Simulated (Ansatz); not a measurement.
Harmonic frequencies (cm⁻¹) at PBE0-D4/def2-TZVP from Ansatz: 29, 100, 247, 278, 358, 418, 462, 481, 528, 578, 851, 915, 933, 1019, 1153, 1176, 1204, 1358, 1364, 1386, 1398, 1468, 1473, 1480, 1493, 1981, 2987, 3020, 3026, 3096, 3104, 3130, 3132.

Each molecule was computed in one conformer, which needn't be the lowest.

Question: Which molecule is it?
A. `C[N](C)[Zn][NH2]`
B. `C[CH](C)[Zn][F]`
C. `C[CH](C)[Zn][OH]`
D. `CC(C)[O][ZnH]`

Answer: D.
